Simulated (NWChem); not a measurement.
Species: BH2OI; SMILES OBI

```xyz
5

B     -0.5953     1.4772     0.0000
H     -1.7713     1.7223     0.0000
I      0.0220    -0.5859     0.0000
O      0.2954     2.4702     0.0000
H      1.2176     2.1851     0.0000
```
Atoms are numbered in this order, from 1.

Program: NWChem. Geometry: optimised at PBE0/def2-SVP. def2 effective core potentials on I; no spin-orbit coupling. Vertical excitations in the gas phase; the lowest state need not have the same character in each row.

Problem. Order these by “lowest excitation, singlet (eV)”, lowest first: B3LYP/def2-SVP, TDA; PBE0/def2-SVP, TDA; PBE/def2-SVP, TDA.

Solution. PBE/def2-SVP, TDA (4.92), B3LYP/def2-SVP, TDA (5.39), PBE0/def2-SVP, TDA (5.54)
